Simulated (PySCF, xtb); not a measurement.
C5H7F, SMILES FC=C1CCC1.

GFN2-xTB (xtb 6.7.1) at its own geometry gives an orbital gap of 5.08 eV and a dipole moment of 2.52 D.

Coordinates come from a B3LYP-D3(BJ)/def2-SVP optimisation. A frequency run showed that this geometry is not a minimum.

Q: What does PBE/def2-TZVP (PySCF) give? (Estimate from the structure and the level; the computed values follow.)

A: gap 4.94 eV (levels -5.63 and -0.69 eV), dipole 1.60 D.
